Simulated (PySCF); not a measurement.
I₃In, triplet, at a GFN2-xTB geometry (such geometries of metal compounds can be far from the true shape) (a higher spin typed on purpose: for a closed-shell molecule this is an excited state) (core potentials on I, In); DF-BLYP/def2-SV(P) in PySCF.

Here is a job for PySCF.
```python
from pyscf import gto, scf, dft

mol = gto.M(
    atom='''
In    0.283434    0.734969    0.501252
I     2.406007   -0.642178   -0.954853
I    -0.981660   -1.388309    2.054738
I    -1.686390    1.350987   -1.563307
''',
    basis='def2-sv(p)',
    ecp={'I': 'def2-sv(p)', 'In': 'def2-sv(p)'},
    charge=0,
    spin=2,
    verbose=4,
)

mf = dft.UKS(mol)
mf.xc = 'blyp'
mf = mf.density_fit(auxbasis='def2-universal-jkfit')
mf.kernel()
```

Output, abridged:

```
PySCF version 2.14.0

[INPUT] verbose = 4
[INPUT] num. atoms = 4
[INPUT] num. electrons = 96
[INPUT] charge = 0
[INPUT] spin (= nelec alpha-beta = 2S) = 2
[INPUT] symmetry False subgroup None
[INPUT] Mole.unit = angstrom
[INPUT] Symbol           X                Y                Z      unit          X                Y                Z       unit  Magmom
[...]
nuclear repulsion = 501.553285254924
number of shells = 40
number of NR pGTOs = 244
number of NR cGTOs = 104
basis = def2-sv(p)
ecp = {'I': 'def2-sv(p)', 'In': 'def2-sv(p)'}

******** <class 'pyscf.df.df_jk.DFUKS'> ********
method = DFUKS
initial guess = minao
damping factor = 0
level_shift factor = 0
DIIS = <class 'pyscf.scf.diis.CDIIS'>
diis_start_cycle = 1
diis_space = 8
diis_damp = 0
SCF conv_tol = 1e-09
SCF conv_tol_grad = None
SCF max_cycles = 50
direct_scf = False
number electrons alpha = 49  beta = 47
XC library pyscf.dft.libxc version 7.1.2
    S. Lehtola, C. Steigemann, M. J. T. Oliveira, and M. A. L. Marques,  SoftwareX 7, 1–5 (2018)
XC functionals = blyp
    A. D. Becke,  Phys. Rev. A 38, 3098 (1988)
    C. Lee, W. Yang, and R. G. Parr,  Phys. Rev. B 37, 785 (1988)
    B. Miehlich, A. Savin, H. Stoll, and H. Preuss,  Chem. Phys. Lett. 157, 200 (1989)
radial grids:
    Treutler-Ahlrichs [JCP 102, 346 (1995); DOI:10.1063/1.469408] (M4) radial grids

becke partition: Becke, JCP 88, 2547 (1988); DOI:10.1063/1.454033
pruning grids: <function nwchem_prune>
grids dens level: 3
symmetrized grids: False
atomic radii adjust function: <function treutler_atomic_radii_adjust>
small_rho_cutoff = 0
Set gradient conv threshold to 3.16228e-05
tot grids = 87752
init E= -967.592640441734

cycle= 1 E= -1078.55384518278  delta_E= -111  |g|= 3.85  |ddm|= 13.9

cycle= 2 E= -1077.08964832075  delta_E= 1.46  |g|=  3.3  |ddm|= 11.1

cycle= 3 E= -1082.05397949845  delta_E= -4.96  |g|= 1.01  |ddm|= 6.81

cycle= 4 E= -1081.77914843127  delta_E= 0.275  |g|=  1.1  |ddm|= 3.83

cycle= 5 E= -1082.86141374045  delta_E= -1.08  |g|= 0.418  |ddm|= 2.51

cycle= 6 E= -1082.61368787488  delta_E= 0.248  |g|= 0.64  |ddm|= 1.97

cycle= 7 E= -1082.90818333942  delta_E= -0.294  |g|= 0.382  |ddm|= 1.66

cycle= 8 E= -1083.01233253881  delta_E= -0.104  |g|= 0.262  |ddm|= 1.28

cycle= 9 E= -1083.06294926331  delta_E= -0.0506  |g|= 0.186  |ddm|= 1.13

cycle= 10 E= -1083.0976528217  delta_E= -0.0347  |g|= 0.116  |ddm|= 1.06

cycle= 11 E= -1083.09284229785  delta_E= 0.00481  |g|= 0.126  |ddm|= 1.07

[...]

cycle= 21 E= -1083.09754848373  delta_E= 0.00293  |g|= 0.103  |ddm|= 1.08

cycle= 22 E= -1083.11822032837  delta_E= -0.0207  |g|= 0.0394  |ddm|= 1.14

cycle= 23 E= -1083.11906322043  delta_E= -0.000843  |g|= 0.0338  |ddm|= 0.438

cycle= 24 E= -1083.11893413508  delta_E= 0.000129  |g|= 0.0338  |ddm|= 0.602

cycle= 25 E= -1083.12021417127  delta_E= -0.00128  |g|= 0.0215  |ddm|= 0.195

cycle= 26 E= -1083.12088138419  delta_E= -0.000667  |g|= 0.00976  |ddm|= 0.142

cycle= 27 E= -1083.11568161594  delta_E= 0.0052  |g|= 0.0542  |ddm|= 0.543

cycle= 28 E= -1083.11335507545  delta_E= 0.00233  |g|= 0.0641  |ddm|= 0.0943

cycle= 29 E= -1083.11432030776  delta_E= -0.000965  |g|= 0.0601  |ddm|= 0.0496

cycle= 30 E= -1083.11389749562  delta_E= 0.000423  |g|= 0.0616  |ddm|= 0.0314

cycle= 31 E= -1083.11295216866  delta_E= 0.000945  |g|= 0.0651  |ddm|= 0.0418

cycle= 32 E= -1083.11991061247  delta_E= -0.00696  |g|= 0.0246  |ddm|= 0.517

cycle= 33 E= -1083.11962311611  delta_E= 0.000287  |g|= 0.0285  |ddm|= 0.347

cycle= 34 E= -1083.12094768958  delta_E= -0.00132  |g|= 0.00812  |ddm|= 0.181

cycle= 35 E= -1083.10000375517  delta_E= 0.0209  |g|= 0.0996  |ddm|= 0.965

cycle= 36 E= -1083.11132465951  delta_E= -0.0113  |g|= 0.0712  |ddm|= 1.11

cycle= 37 E= -1083.11921828909  delta_E= -0.00789  |g|= 0.0322  |ddm|= 0.355

cycle= 38 E= -1083.1194336658  delta_E= -0.000215  |g|= 0.0297  |ddm|= 0.366

cycle= 39 E= -1083.11645547933  delta_E= 0.00298  |g|= 0.0499  |ddm|= 0.22

cycle= 40 E= -1083.11384922972  delta_E= 0.00261  |g|= 0.0616  |ddm|= 0.644

cycle= 41 E= -1083.1203352163  delta_E= -0.00649  |g|= 0.0205  |ddm|= 0.47

cycle= 42 E= -1083.11987715559  delta_E= 0.000458  |g|= 0.0257  |ddm|= 0.302

cycle= 43 E= -1083.11809520763  delta_E= 0.00178  |g|= 0.0405  |ddm|= 0.518

cycle= 44 E= -1083.11760469099  delta_E= 0.000491  |g|= 0.0435  |ddm|= 0.0721

cycle= 45 E= -1083.11931924636  delta_E= -0.00171  |g|= 0.0314  |ddm|= 0.136

cycle= 46 E= -1083.09683181594  delta_E= 0.0225  |g|= 0.105  |ddm|= 1.12

cycle= 47 E= -1083.10515748865  delta_E= -0.00833  |g|= 0.0886  |ddm|= 1.14

cycle= 48 E= -1083.10487794494  delta_E= 0.00028  |g|= 0.0891  |ddm|= 0.131

cycle= 49 E= -1083.11303388147  delta_E= -0.00816  |g|= 0.065  |ddm|= 0.285

cycle= 50 E= -1083.11502368596  delta_E= -0.00199  |g|= 0.0607  |ddm|= 0.279
SCF not converged.
SCF energy = -1083.11502368596 after 50 cycles  <S^2> = 2.0016851  2S+1 = 3.0011232
```

The run did not converge; its last values are not results.
